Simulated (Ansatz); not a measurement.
```yaml
crystal:
  periodic: [false, false, false]
  atoms:
    - {symbol: B, position_ang: [1.393781, 0.453062, -0.269259]}
    - {symbol: B, position_ang: [-0.086043, 0.948592, -0.905166]}
    - {symbol: H, position_ang: [1.132306, 0.880364, -1.551508]}
    - {symbol: B, position_ang: [-0.217706, 0.362441, 0.831220]}
    - {symbol: P, position_ang: [-0.976797, -1.414694, 0.480997]}
    - {symbol: H, position_ang: [0.730644, -0.056991, 1.495300]}
    - {symbol: H, position_ang: [2.142668, 1.399655, 0.028351]}
    - {symbol: H, position_ang: [1.895931, -0.627136, -0.309525]}
    - {symbol: H, position_ang: [-0.452429, 2.163742, -0.967019]}
    - {symbol: H, position_ang: [-0.959880, 0.098153, -1.628370]}
    - {symbol: H, position_ang: [-1.005859, 1.056459, 1.280483]}
    - {symbol: H, position_ang: [-2.274075, -1.275633, -0.034854]}
    - {symbol: H, position_ang: [-0.156654, -2.180458, -0.426859]}
    - {symbol: H, position_ang: [-1.191733, -2.272979, 1.649431]}
basis:
  gaussian: {orbitals: 6-31G, fitting: {mean_field: cc-pVTZ-jkfit}, final_grid: {core_spheres: 8, valence_spheres: 7, degree: 23}}
hamiltonian: {xc: {name: BLYP}, dispersion: d3bj}
accuracy: high
scf: {lower_state_search: full}
```

```sh
$ ansatz run in.yaml --threads 4 --pin off --events-out ev --progress --plain --max-ram 3916MiB
```

Output, abridged:

```
Functional definition: BLYP
658 factors; integrals over basis functions are off by at most 9.3e-4 eV
mean field evaluation 1: about -11469.1312 eV, gradient 3.7e1 eV
mean field evaluation 2: about -11469.1305 eV, gradient 3.7e1 eV
mean field evaluation 4: about -11474.0369 eV, gradient 3.6e0 eV
mean field evaluation 8: about -11474.0896 eV, gradient 6.1e-2 eV
mean field evaluation 16: about -11474.0896 eV, gradient 2.0e-6 eV
mean field -11474.08959906 eV, -421.6650153481 hartree, gradient 8.3e-8 eV, S^2 0.000000; 0 other end points of the search recorded, 0 dependent functions left out
reference -11474.08964821 eV, -421.6650171542 hartree; 20, 20 occupied and 40, 40 virtual orbitals, 658 factors
Total energy: -11474.79148707 eV, -421.6908092568 hartree
```

Run time 0.3 s (4 threads of Arm Neoverse V2 on a shared host).
